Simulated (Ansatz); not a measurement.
Level of theory: frozen-core CCSD(T)/cc-pVTZ // PBE0-D3(BJ)/def2-TZVP in Ansatz (a first-principles code).

Ansatz 0.2 input:
```yaml
crystal:
  periodic: [false, false, false]
  atoms:
    - { symbol: O, position_ang: [1.168192, -0.422847, -0.00412] }
    - { symbol: Al, position_ang: [-0.463863, -0.048028, 0.00303] }
    - { symbol: F, position_ang: [-1.008128, 1.496838, -0.004549] }
    - { symbol: F, position_ang: [-1.556956, -1.261373, 0.018114] }
    - { symbol: H, position_ang: [1.860753, 0.23541, -0.012477] }
basis:
  gaussian: { orbitals: cc-pVTZ }
correlation:
  method: ccsd_t
```

Output:

```
Functional definition: HF
852 factors; integrals over basis functions are off by at most 1.2e-3 eV
mean field evaluation 1: about -14052.5321 eV, gradient 5.2e1 eV
mean field evaluation 2: about -14052.6106 eV, gradient 5.2e1 eV
mean field evaluation 4: about -14056.7577 eV, gradient 1.8e0 eV
mean field evaluation 8: about -14056.7894 eV, gradient 2.7e-1 eV
mean field evaluation 16: about -14052.5319 eV, gradient 5.2e1 eV
mean field -14056.78968791 eV, -516.5774929965 hartree, gradient 1.2e-6 eV, S^2 0.000000; 0 other end points of the search recorded, 0 dependent functions left out
8 core orbitals not correlated
reference -14056.78968791 eV, -516.5774929965 hartree; 12, 12 occupied and 118, 118 virtual orbitals, 852 factors
second order -22.36713800 eV of doubles, -0.00000000 eV of singles
cycle   1  -21.85766458 eV  change    5.1e-1 eV  update   9.3e-2
cycle   2  -22.26704481 eV  change   -4.1e-1 eV  update   2.7e-2
cycle   3  -22.37271533 eV  change   -1.1e-1 eV  update   1.3e-2
cycle   4  -22.35501182 eV  change    1.8e-2 eV  update   2.8e-3
cycle   5  -22.35187862 eV  change    3.1e-3 eV  update   1.1e-3
cycle   6  -22.35263361 eV  change   -7.5e-4 eV  update   3.4e-4
cycle   7  -22.35249954 eV  change    1.3e-4 eV  update   1.0e-4
cycle   8  -22.35243246 eV  change    6.7e-5 eV  update   3.5e-5
cycle   9  -22.35244668 eV  change   -1.4e-5 eV  update   1.4e-5
perturbative correction -0.66425139 eV, -0.0244107883 hartree
Total energy: -14079.80638598 eV, -517.4233410492 hartree
```

Cost: roughly 40 core-seconds.
